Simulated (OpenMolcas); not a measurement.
## Levels of Sm III by method

```yaml
Program: OpenMolcas
Basis: ANO-RCC-VQZP [9s8p6d4f3g2h]
Scalar_Hamiltonian: DKH2, point nucleus
Active_space: 6 electrons in 7 orbitals (4f)
State_averaging: 2S+1 = 7 even, 7 roots; 2S+1 = 5 even, 140 roots (105 in the spin-orbit step); 2S+1 = 3 even, 259 roots kept (CI in the orbitals of an earlier block, 141 in the spin-orbit step); 2S+1 = 1 even, 197 roots kept (CI in the orbitals of an earlier block, 47 in the spin-orbit step)
Spin-orbit_coupling: RASSI with atomic mean-field integrals over the reference wave functions, term energies averaged over their components
```

Methods on the same reference wave functions:
A. CASSCF
B. SS-CASPT2, IPEA 0.25 Eh, imaginary shift 0.1 Eh (closed shells correlated: 5s 5p)
C. MS-CASPT2, IPEA 0.25 Eh, imaginary shift 0.1 Eh (closed shells correlated: 5s 5p)

Energies in eV above 4f⁶ ⁷F₀, the measured ground level; measured values from Martin, Zalubas and Hagan, Atomic Energy Levels: The Rare-Earth Elements, NSRDS-NBS 60 (1978).

```tsv
Level	A	B	C	Measured
4f⁶ ⁷F₀	0.0000	0.0000	0.0000	0.0000
4f⁶ ⁷F₁	0.0356	0.0441	0.0441	0.0364
4f⁶ ⁷F₂	0.1011	0.1205	0.1205	0.1009
4f⁶ ⁷F₃	0.1890	0.2170	0.2170	0.1851
4f⁶ ⁷F₄	0.2931	0.325	0.325	0.2824
4f⁶ ⁷F₅	0.4084	0.440	0.440	0.3883
4f⁶ ⁷F₆	0.5310	0.556	0.556	0.4993
4f⁶ ⁵D₀(1)	2.3340	1.630	1.630	
4f⁶ ⁵D₁(1)	2.4931	1.793	1.793	
4f⁶ ⁵D₂(1)	2.7454	2.043	2.043	
4f⁶ ⁵D₃(1)	3.0567	2.347	2.347	
4f⁶ ⁵L₆	3.1911	2.853	2.853	
4f⁶ ⁵L₇	3.2904	2.958	2.958	
4f⁶ ⁵L₈	3.3879	3.060	3.060	
4f⁶ ⁵D₄(1)	3.4155	2.700	2.700	
4f⁶ ⁵G₂(1)	3.4363	2.793	2.793	
4f⁶ ⁵G₃(1)	3.4536	2.820	2.820	
4f⁶ ⁵L₉	3.4722	3.148	3.148	
4f⁶ ⁵G₄(1)	3.4754	2.848	2.848	
4f⁶ ⁵G₅(1)	3.4840	2.865	2.865	
4f⁶ ⁵G₆(1) [71 %]	3.4929	2.881	2.881	
4f⁶ ⁵L₁₀	3.5353	3.214	3.214	
4f⁶ ⁵H₃(1)	4.0183	3.451	3.451	
4f⁶ ⁵H₇(1)	4.0445	3.482	3.482
```

Deviations, from unrounded energies. A percentage is the sum of absolute deviations over the sum of measured energies, with the sign that they share, or ± where signs differ.

```tsv
Against measurement	Levels	A	B	C
mean absolute deviation (cm-1)	6	91	280	280
fine structure of the ground term (%)	6	±4.5	+14.1	+14.1
```

A lies closest to measurement on these levels and C furthest from it. The largest miss of A in the table is 4f⁶ ⁷F₆, by +260 cm-1. The ranking rests on the paired levels alone, and a cruder setting can come out closer through cancelling errors.

Between B and C no level of the table moves by more than 5 cm-1.

The two smallest mean deviations differ by little beside CASPT2's spread within terms, so their order carries little weight.

From A to B the spin-free energies of the other terms of 4f⁶ shown, above ⁷F, scale by factors of 0.72 to 0.88, as is usual when dynamic correlation screens the repulsion within a d or f shell.

The lowest spin-free term lies below A's lowest term by 0.523 hartree in B, 0.523 hartree in C.

Term energies are means over components that CASPT2 splits; among the terms shown or strongly mixed into the levels shown the widest spread is 460 cm-1 (4f⁶ ⁷F, C). High states are left out of the spin-orbit mixing, which shifts the levels that they would mix with. Without dynamic correlation excited terms often stand tens of per cent too high (terms of higher spin than the ground term too low), and those without a measured partner can miss by more than the paired ones (holds for A). Blocks of more than 70 roots (2S+1 = 5 even, 3 even) ran without multistate coupling (holds for C). Computed and measured levels are paired by configuration, term and J; levels that our copy of the source lacks, or whose pairing is in doubt (as where it misses far off the trend of its configuration), stay unpaired and out of the deviations. Levels of configurations outside the active space are missing. The table leaves out levels that lie high or whose names do not pair safely across all columns.

A share in square brackets marks a mixed level and gives the weight of the term that names it, the lowest over the columns. A number in round brackets counts repeated terms of one configuration in the order of the reference energies.
